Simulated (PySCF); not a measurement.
A structure optimised at B3LYP-D3(BJ)/def2-SVP, used in a PySCF frequency run:

```xyz
7

F     -2.1648     0.1840     1.0814
C     -1.4390    -0.0283     0.0000
F     -2.1648     0.1840    -1.0814
C     -0.1885    -0.4087     0.0000
C      1.0641    -0.7770     0.0000
Cl     2.4092     0.3408     0.0000
H      1.3911    -1.8221     0.0000
```

Question: Write its SMILES, formula and point group.

Answer: FC(F)=C=CCl, C3HClF2, Cs

Question: What are its rotational constants (standard atomic weights)?

Answer: 8.1030, 1.1419, 1.0774 GHz
